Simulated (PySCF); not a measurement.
Species: C5H8Si.
SMILES: `CC1=C[SiH2]C=C1`

Theory: PBE0-D3(BJ)/def2-SVP geometry optimisation, gas phase in PySCF 2.14.0.

Take the most abundant isotopes and a rigid rotor. 

**Question.** What are A, B and C (GHz)?

**Answer.** Ia = 83.76, Ib = 215.64, Ic = 290.37 u·Å²; 505379 MHz·u·Å²/I gives 6033, 2344 and 1740 MHz, that is A = 6.0333, B = 2.3436, C = 1.7405 GHz.

**Question.** What kind of rotor is it?

**Answer.** An asymmetric top. Ray's parameter κ = (2B − A − C)/(A − C) = -0.719; −1 is the prolate and +1 the oblate limit.

**Question.** What does the inertial defect say?

**Answer.** Not planar: Δ = Ic − Ia − Ib = -9.04 u·Å². For a rigid frame Δ = −2 Σ m c², so Σ m c² = 4.52 u·Å² lies off the ab plane, practically all of it from hydrogen. The atom farthest from that plane is 1.21 Å away.

**Question.** Give the coordinates in the principal-axis frame, origin at the centre of mass.

**Answer.** The sense of each axis is arbitrary; atoms in the order of the calculation.
```json
{"atom": "C1", "mass (u)": "12.000", "a (Å)": "2.535", "b (Å)": "0.228", "c (Å)": "-0.001"}
{"atom": "C2", "mass (u)": "12.000", "a (Å)": "1.045", "b (Å)": "0.118", "c (Å)": "0.000"}
{"atom": "C3", "mass (u)": "12.000", "a (Å)": "0.175", "b (Å)": "1.156", "c (Å)": "0.001"}
{"atom": "Si4", "mass (u)": "27.977", "a (Å)": "-1.552", "b (Å)": "0.447", "c (Å)": "0.000"}
{"atom": "C5", "mass (u)": "12.000", "a (Å)": "-0.918", "b (Å)": "-1.317", "c (Å)": "-0.001"}
{"atom": "C6", "mass (u)": "12.000", "a (Å)": "0.428", "b (Å)": "-1.238", "c (Å)": "0.001"}
{"atom": "H7", "mass (u)": "1.008", "a (Å)": "2.964", "b (Å)": "-0.283", "c (Å)": "-0.879"}
{"atom": "H8", "mass (u)": "1.008", "a (Å)": "2.964", "b (Å)": "-0.264", "c (Å)": "0.888"}
{"atom": "H9", "mass (u)": "1.008", "a (Å)": "2.867", "b (Å)": "1.275", "c (Å)": "-0.011"}
{"atom": "H10", "mass (u)": "1.008", "a (Å)": "0.516", "b (Å)": "2.193", "c (Å)": "0.000"}
{"atom": "H11", "mass (u)": "1.008", "a (Å)": "-2.365", "b (Å)": "0.793", "c (Å)": "1.207"}
{"atom": "H12", "mass (u)": "1.008", "a (Å)": "-2.361", "b (Å)": "0.796", "c (Å)": "-1.210"}
{"atom": "H13", "mass (u)": "1.008", "a (Å)": "-1.449", "b (Å)": "-2.271", "c (Å)": "0.000"}
{"atom": "H14", "mass (u)": "1.008", "a (Å)": "1.083", "b (Å)": "-2.118", "c (Å)": "0.002"}
```

**Question.** Which types of transition are allowed, and where do some lines up to J = 3 fall?

**Answer.** The dipole components are |μa| = 1.04 D, |μb| = 0.36 D, |μc| = 0.00 D; the mirror of this Cs structure is the ab plane, so μc vanishes by symmetry and there are no c-type lines. Intensities carry the squares of the components, which stand as 1.00 : 0.12 (a : b). Some lines, for components of 0.1 D or more:

```
type  branch         J(Ka,Kc)    MHz  lower level (cm⁻¹)
   b       R  3(1,2) ← 2(2,1)   2042               0.941
   b       Q  1(1,0) ← 1(0,1)   4293               0.136
   b       Q  3(2,1) ← 3(1,2)  10545               1.009
   a       R  3(2,2) ← 2(2,1)  12252               0.941
   b       Q  3(2,2) ← 3(1,3)  13824               0.889
   b       Q  3(3,1) ← 3(2,2)  19997               1.350
   b       R  2(2,0) ← 1(1,1)  20512               0.259
   b       R  3(2,2) ← 2(1,1)  23321               0.572
   b       R  3(2,1) ← 2(1,2)  25466               0.512
   b       R  3(3,0) ← 2(2,1)  32254               0.941
```

**Question.** Estimate the classical rotational partition function at 50 K, 200 K and 500 K.

**Answer.** Point group Cs, symmetry number σ = 1; q = (√π/σ)·√((kT/h)³/(ABC)), k/h = 20836.6 MHz/K: 12000 at 50 K, 96100 at 200 K, 380000 at 500 K.

PBE0-D3(BJ)/def2-SVP frequencies: not computed here. Zero-point vibration and centrifugal distortion are left out. A rigid rotor knows nothing of internal rotation, which can split or shift real lines.
